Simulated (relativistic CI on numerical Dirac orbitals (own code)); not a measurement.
Energy levels of Tc XXIV

Computed by Dirac-Coulomb-Breit CI, KLI orbitals optimised for each configuration, model QED (radiative potential, 1s self-energy scaled to tabulated hydrogen-like ionisation energies), unscaled Slater integrals (own radial code, finite nucleus).

CI space (outside the closed core [Ne]): 3s2 3p6 3d2, 3s2 3p5 3d3, 3s 3p6 3d3, 3s2 3p6 3d 4s, 3s2 3p6 3d 4p, 3s2 3p6 3d 4d, 3s2 3p6 3d 4f, 3s2 3p5 3d2 4s, 3s2 3p5 3d2 4p, 3s2 3p6 4s2, 3s2 3p5 3d2 4d, 3s2 3p6 4s 4p, 3s 3p6 3d2 4s, 3s2 3p6 3d 5s, 3s2 3p6 4p2, 3s 3p6 3d2 4p, 3s2 3p6 3d 5p, 3s2 3p6 4s 4d, 3s2 3p6 3d 5d, 3s2 3p6 4p 4d, 3s2 3p6 3d 5f, 3s2 3p6 3d 5g, 3s2 3p6 3d 6s, 3s2 3p6 3d 6p, 3s2 3p6 3d 6f, 3p6 3d4, 3p5 3d5, 3p6 3d3 4s, 3p5 3d4 4s. Double excitations out of closed p, d and f shells are left out; levels of such configurations are missing from the list, as are those of other unlisted configurations, and high levels can miss mixing partners. These lack a partner that the ground configuration has and come out too high: 3s2 3p5 3d2 4p, 3s2 3p5 3d2 4d.

The lowest level is 3s2 3p6 3d2 3F_2, with 91 % of that term; Hund's rules for 3s2 3p6 3d2 give 3F with J = 2, in agreement.

| No. | Configuration | Term | J | E (eV) | % | Landé g | Lifetime (s) |
| --- | --- | --- | --- | --- | --- | --- | --- |
| 1 | 3s2 3p6 3d2 | 3F | 2 | 0.000 | 91 | 0.695 |  |
| 2 | 3s2 3p6 3d2 | 3F | 3 | 3.934 | 100 | 1.080 | 1.34e-03 |
| 3 | 3s2 3p6 3d2 | 3F | 4 | 7.310 | 92 | 1.229 | 2.65e-03 |
| 4 | 3s2 3p6 3d2 | 3P | 0 | 8.787 | 94 |  | 5.70e-01 |
| 5 | 3s2 3p6 3d2 | 1D | 2 | 9.523 | 52 | 1.177 | 9.70e-04 |
| 6 | 3s2 3p6 3d2 | 3P | 1 | 10.978 | 100 | 1.498 | 5.67e-03 |
| 7 | 3s2 3p6 3d2 | 1G | 4 | 15.025 | 92 | 1.016 | 6.12e-04 |
| 8 | 3s2 3p6 3d2 | 3P | 2 | 15.227 | 59 | 1.286 | 5.10e-04 |
| 9 | 3s2 3p6 3d2 | 1S | 0 | 30.209 | 94 |  | 8.82e-05 |
| 10 | 3p5 3d3(4F) | 5D° | 2 | 123.715 | 42 | 1.211 | 7.44e-09 |
| 11 | 3p5 3d3(4F) | 5D° | 1 | 124.026 | 63 | 1.041 | 3.70e-09 |
| 12 | 3p5 3d3(4F) | 5F° | 3 | 124.814 | 50 | 1.314 | 1.23e-08 |
| 13 | 3p5 3d3(4F) | 5D° | 0 | 124.955 | 96 |  | 8.11e-09 |
| 14 | 3p5 3d3(4F) | 5F° | 4 | 126.572 | 53 | 1.350 | 4.73e-08 |
| 15 | 3p5 3d3(4P) | 5S° | 2 | 127.143 | 79 | 1.921 | 1.06e-08 |
| 16 | 3p5 3d3(4F) | 5F° | 5 | 129.272 | 53 | 1.327 | 2.24e-08 |
| 17 | 3p5 3d3(4F) | 5D° | 2 | 129.683 | 35 | 1.038 | 1.41e-09 |
| 18 | 3p5 3d3(4F) | 5F° | 1 | 129.914 | 41 | 0.614 | 4.15e-10 |
| 19 | 3p5 3d3(4P) | 5D° | 3 | 130.064 | 36 | 1.225 | 1.88e-09 |
| 20 | 3p5 3d3(4P) | 5D° | 4 | 130.691 | 49 | 1.343 | 2.17e-09 |
| 21 | 3p5 3d3(4F) | 5G° | 6 | 132.392 | 84 | 1.303 | 3.23e-03 |
| 22 | 3p5 3d3(4F) | 3G° | 3 | 133.544 | 60 | 0.885 | 6.60e-10 |
| 23 | 3p5 3d3(4F) | 3G° | 4 | 134.899 | 51 | 1.114 | 6.00e-09 |
| 24 | 3p5 3d3(4F) | 5G° | 5 | 135.664 | 35 | 1.280 | 1.52e-08 |
| 25 | 3p5 3d3(2G) | 3F° | 2 | 135.676 | 43 | 1.001 | 9.71e-10 |
| 26 | 3p5 3d3(2P) | 3P° | 2 | 136.859 | 32 | 1.221 | 2.43e-10 |
| 27 | 3p5 3d3(4P) | 5D° | 3 | 137.398 | 26 | 1.237 | 2.07e-09 |
| 28 | 3p5 3d3(2P) | 3P° | 1 | 138.043 | 56 | 1.439 | 3.00e-10 |
| 29 | 3p5 3d3(4P) | 5D° | 4 | 138.056 | 35 | 1.268 | 2.88e-09 |
| 30 | 3p5 3d3(2G) | 3G° | 5 | 138.878 | 50 | 1.128 | 1.21e-09 |
| 31 | 3p5 3d3(2P) | 3D° | 3 | 138.909 | 62 | 1.233 | 4.32e-10 |
| 32 | 3p5 3d3(2G) | 1G° | 4 | 139.177 | 39 | 1.004 | 8.32e-10 |
| 33 | 3p5 3d3(2G) | 3H° | 6 | 139.406 | 42 | 1.115 | 7.37e-04 |
| 34 | 3p5 3d3(2D) | 3P° | 0 | 139.516 | 63 |  | 2.88e-09 |
| 35 | 3p5 3d3(2P) | 3D° | 2 | 140.476 | 43 | 1.283 | 1.78e-10 |
| 36 | 3p5 3d3(2H) | 3I° | 7 | 142.246 | 100 | 1.140 | 4.80e-03 |
| 37 | 3p5 3d3(2D) | 3D° | 3 | 142.311 | 50 | 1.240 | 1.03e-10 |
| 38 | 3p5 3d3(2D) | 3P° | 1 | 143.204 | 44 | 1.626 | 6.82e-10 |
| 39 | 3p5 3d3(2G) | 3H° | 5 | 143.637 | 48 | 1.036 | 1.39e-10 |
| 40 | 3p5 3d3(4F) | 5G° | 2 | 143.734 | 51 | 0.571 | 4.32e-11 |
| 41 | 3p5 3d3(2D) | 3P° | 0 | 143.793 | 77 |  | 4.14e-10 |
| 42 | 3p5 3d3(2D) | 3F° | 4 | 144.227 | 78 | 1.223 | 1.87e-09 |
| 43 | 3p5 3d3(2D) | 3D° | 1 | 144.626 | 36 | 0.796 | 1.46e-10 |
| 44 | 3p5 3d3(4P) | 5P° | 3 | 145.290 | 61 | 1.484 | 5.80e-10 |
| 45 | 3p5 3d3(2G) | 3H° | 6 | 145.573 | 51 | 1.102 | 4.68e-04 |

Energies count from the lowest computed level; ° marks odd parity; lifetimes are radiative, by E1, M1, E2, M2, E3 decay to levels of this space only. Percentages are summed over parent terms; the parents shown are those of the largest component, closed shells are left out there.

The mean weight of the leading LS term, summed over parents, in these 45 levels is 60 %, and that of the leading jj configuration (from the same eigenvectors) 63 %.

At this charge energies of transitions that change n are usually good to better than 1 %, and those within a shell (Δn = 0) to a few per cent. Terms inside the open d or f shell come out 10 to 20 % too wide with unscaled integrals.

Landé's interval rule says that E(J) − E(J−1) = AJ with one A. For the ground term the intervals give A = 10576.2, 6807.7 cm⁻¹ for J = 3, 4; the multiplet is regular.

LS names give the leading component of a level, which can be under half, so a name can repeat, a term be missing and a line seem to break the LS rules.
